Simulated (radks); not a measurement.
Task: The mean radii <r> (bohr) of the occupied orbitals of an atom or ion are listed with their occupations. Method: non-relativistic Kohn-Sham, LB94 model potential, spin-polarised, spherical densities, point nucleus; computed with a radial shooting solver on a logarithmic mesh with Libxc functionals.

| orbital | occ. | <r> |
|---|---|---|
| 1s down | 1 | 0.02331 |
| 1s up | 1 | 0.02331 |
| 2s up | 1 | 0.09836 |
| 2s down | 1 | 0.09828 |
| 2p down | 3 | 0.08329 |
| 2p up | 3 | 0.08336 |
| 3s up | 1 | 0.2403 |
| 3s down | 1 | 0.2407 |
| 3p up | 3 | 0.2284 |
| 3p down | 3 | 0.2288 |
| 3d up | 3 | 0.1981 |

Name the element and its charge. Open shells, if any, are filled with parallel spins first.

Result: Z = 65, terbium, charge +44: Tb44+ in [Ar] 3d3. The 1s radius gives Z: for a bare nucleus <r> = 1.5/Z, 0.02308 bohr for Z = 65, and screening makes it slightly larger (0.02331 here). The occupations add up to 21, and the charge is Z minus that.
